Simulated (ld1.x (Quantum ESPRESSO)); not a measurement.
## u(r) = r·R(r): atom against pseudo-atom (Sn (Z = 50))

Columns: radius, all-electron u(r) and pseudo u(r) of the 4d shell (level -29.38 eV) of tin in the configuration [Kr] 4d10 5s2 5p1.5; BLYP, scalar-relativistic, PAW scheme, ld1.x (Quantum ESPRESSO) 7.5.

| r (bohr) | all-electron | pseudo |
| --- | --- | --- |
| 0.110 | 0.3418 | -0.0044 |
| 0.220 | 0.5344 | -0.0337 |
| 0.330 | 0.2374 | -0.1050 |
| 0.440 | -0.2137 | -0.2229 |
| 0.550 | -0.6017 | -0.3774 |
| 0.660 | -0.8602 | -0.5468 |
| 0.770 | -0.9943 | -0.7040 |
| 0.880 | -1.0337 | -0.8239 |
| 0.990 | -1.0111 | -0.8902 |
| 1.100 | -0.9521 | -0.8990 |
| 1.210 | -0.8745 | -0.8593 |
| 1.320 | -0.7897 | -0.7883 |
| 1.430 | -0.7047 | -0.7050 |
| 1.540 | -0.6234 | -0.6234 |
| 1.650 | -0.5480 | -0.5480 |
| 1.760 | -0.4795 | -0.4795 |
| 1.870 | -0.4179 | -0.4179 |
| 1.980 | -0.3633 | -0.3633 |
| 2.090 | -0.3150 | -0.3150 |
| 2.200 | -0.2727 | -0.2727 |
| 2.310 | -0.2357 | -0.2357 |
| 2.420 | -0.2035 | -0.2035 |
| 2.530 | -0.1754 | -0.1754 |
| 2.640 | -0.1511 | -0.1511 |
| 2.750 | -0.1301 | -0.1301 |
| 2.860 | -0.1119 | -0.1119 |

Q: How many radial nodes do the two functions have?

A: The all-electron 4d function has n − l − 1 = 1; the pseudo-wave has 0, since the states of the same l below it are removed with the core.

Q: At about which radius was the pseudo-wave matched?

A: 1.55 bohr. The columns agree to 0.0005 from 1.43 bohr on; several derivatives are matched, so the curves merge somewhat inside the radius.

Q: Is the pseudo-wave norm-conserving?

A: No, it belongs to a PAW set: the norm inside the radius is not constrained, and the difference is carried by the augmentation charge.
